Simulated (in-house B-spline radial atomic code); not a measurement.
Radial electron density of V⁵⁺, [Ne] 3s2 3p6. Computed with an all-electron radial atomic-structure program (B-spline basis): scalar-relativistic (X2C) CAM-B3LYP, spin-polarised, spherical fractional occupations, exact exchange averaged over the configuration, Fermi nucleus of rms radius 3.6002 fm.

Columns: r (bohr), 4πr²n(r) (electrons per bohr), bar.

```
 0.00249   0.7043 #
 0.00297   0.9633 #
 0.00354    1.311 ##
 0.00421    1.769 ###
 0.00502    2.385 ####
 0.00599    3.198 #####
 0.00713    4.238 ######
  0.0085    5.578 ########
  0.0101    7.223 ###########
  0.0121    9.336 ##############
  0.0144    11.76 #################
  0.0171     14.5 #####################
  0.0204    17.57 ##########################
  0.0243    20.68 ###############################
   0.029    23.61 ###################################
  0.0346    25.94 ######################################
  0.0412    27.28 ########################################
  0.0491    27.39 #########################################
  0.0585    26.24 #######################################
  0.0697    24.21 ####################################
  0.0831    22.08 #################################
   0.099    20.91 ###############################
   0.118    21.51 ################################
   0.141    24.03 ####################################
   0.168    27.38 #########################################
     0.2     29.7 ############################################
   0.238    29.18 ###########################################
   0.284    25.05 #####################################
   0.338    18.62 ############################
   0.403    12.35 ##################
    0.48     8.79 #############
   0.572    8.506 #############
   0.682    9.912 ###############
   0.812    10.56 ################
   0.968    9.152 ##############
    1.15      6.3 #########
    1.37    3.342 #####
    1.64    1.301 ##
    1.95   0.3848 #
    2.33  0.07634 
    2.77  0.01037 
     3.3 0.000814
```

On this grid the curve has 3 maxima, near 0.0491, 0.2, 0.812 bohr.

The 3p down radial function P(r) = rR(r), positive near the nucleus:

```csv
r (bohr),P
0.00297,0.001451
0.00421,0.002786
0.00599,0.005383
0.0085,0.01031
0.0121,0.01968
0.0171,0.03659
0.0243,0.06723
0.0346,0.1201
0.0491,0.2036
0.0697,0.3231
0.099,0.4652
0.141,0.5778
0.2,0.555
0.284,0.2806
0.403,-0.259
0.572,-0.8515
0.812,-1.122
1.15,-0.8912
1.64,-0.4187
2.33,-0.1053
3.3,-0.01123
```
